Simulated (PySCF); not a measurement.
Compound: C₇H₉NO.
Atom-mapped SMILES: `[CH3:1][CH2:2][O:3][c:4]1[cH:5][cH:6][cH:7][n:8][cH:9]1` (hydrogens: H10, H11, H12 on C1; H13, H14 on C2; H15 on C5; H16 on C6; H17 on C7; H18 on C9)

Geometry (PBE0-D3(BJ)/def2-SVP, Å), atoms numbered from 1 in this order:
```
atom  x, y, z in Å
C1    -2.9646   -0.4698   -0.0057
C2    -1.6183    0.1833   -0.1917
O3    -0.6317   -0.7095    0.2781
C4     0.6587   -0.3348    0.2455
C5     1.6005   -1.2446    0.7410
C6     2.9412   -0.8928    0.7257
C7     3.3037    0.3575    0.2162
N8     2.4162    1.2230   -0.2549
C9     1.1269    0.8936   -0.2451
H10   -3.7640    0.1952   -0.3630
H11   -3.0185   -1.4137   -0.5673
H12   -3.1435   -0.6910    1.0565
H13   -1.4375    0.4184   -1.2572
H14   -1.5624    1.1352    0.3685
H15    1.2529   -2.2051    1.1273
H16    3.7020   -1.5782    1.1055
H17    4.3551    0.6644    0.1910
H18    0.4336    1.6394   -0.6456
```

Computed with TDDFT PBE0/def2-SVPD, vertical, gas phase, core orbitals frozen in the response in PySCF.

Ground-to-excited transition dipoles (e·a0, same axes as the geometry; the sign carries no meaning), for the states with f of 0.002 or more among the lowest 10:

```csv
state,E (eV),μx,μy,μz
S1,4.800,0.025,-0.074,-0.149
S2,5.067,-0.535,0.471,-0.264
S4,5.981,-0.857,-0.183,-0.005
S5,6.469,0.018,-0.097,-0.228
S6,6.929,-0.256,-0.233,-0.123
S7,6.935,1.283,0.739,-0.236
S10,7.252,1.274,-0.541,0.366
```

Task: What oscillator strength does each state have?

Result: f = (2/3) ΔE |μ|² with ΔE in hartree (27.2114 eV).

```tsv
state	|μ|² (au)	|μ| (D)	f
S1	0.028	0.43	0.003
S2	0.578	1.93	0.072
S4	0.768	2.23	0.113
S5	0.062	0.63	0.010
S6	0.135	0.93	0.023
S7	2.248	3.81	0.382
S10	2.051	3.64	0.364
```

Task: Which bond between heavy atoms lies closest to the direction of the S7 transition dipole?

Result: C1–C2, at 4° from it; next O3–C4 at 16°.

Task: What angle do the transition dipoles of S2 and S7 make?

Result: |cos θ| = |μa·μb| / (|μa| |μb|) = 0.24, so θ ≈ 76° (taken between 0 and 90°, since the signs are arbitrary).

Task: What peak molar absorption coefficient would the strongest computed level give as a lone Gaussian band 0.3 eV wide at half height?

Result: ε(max) = 2.175×10⁸ f / FWHM, with the width in cm⁻¹. S7: 2.175×10⁸ × 0.3820 / 2420 ≈ 34000 L mol⁻¹ cm⁻¹.

The vertical ionisation energy (ΔSCF) is 8.61 eV, 1.35 eV above S10.

One conformer stands for the species.
